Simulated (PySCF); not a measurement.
**Question.** Give a GFN2-xTB geometry of InChI=1S/C5H8O2/c1-3-7-4-5(2)6/h3H,1,4H2,2H3.

**Answer.** 
```
atom  x, y, z in Å
C1     2.662    0.019    0.538
C2     1.664   -0.849    0.554
O3     0.344   -0.630    0.336
C4    -0.055    0.688    0.048
C5    -1.557    0.771   -0.200
C6    -2.291   -0.532   -0.125
O7    -2.079    1.829   -0.438
H8     2.536    1.068    0.338
H9     3.663   -0.315    0.731
H10    1.821   -1.899    0.759
H11    0.194    1.365    0.878
H12    0.457    1.065   -0.849
H13   -1.855   -1.233   -0.833
H14   -3.346   -0.384   -0.339
H15   -2.164   -0.955    0.869
```

Orientation and origin are arbitrary. Atoms count from 1 in this order. The 3 C–O bonds span 1.204 Å (C5=O7, drawn double) to 1.407 Å (O3–C4, drawn single), a spread of 0.203 Å. Of the pairs four or more bonds apart, C4···H8 is among the closest relative to their van der Waals radii: 2.63 Å, 91 % of the sum of Bondi's values. The 7 heavy atoms lie in one plane (0.015 Å rms). The C–C distances run from 1.323 Å (C1=C2, drawn double) to 1.524 Å (C4–C5, drawn single), a spread of 0.201 Å.

Bonds between heavy atoms (Å): C1=C2 1.323, C2–O3 1.356, O3–C4 1.407, C4–C5 1.524, C5–C6 1.497, C5=O7 1.204.

Structure optimised with GFN2-xTB, isolated species.

Point group: near Cs, missed by 0.10 Å at most; the miss may be what the optimiser left on a soft mode. Stationary, but not proved a minimum. The numbers are those of one conformer (C1–C2–O3–C4 0°, C2–O3–C4–C5 179°, O3–C4–C5–C6 -1°).

These are computed values.
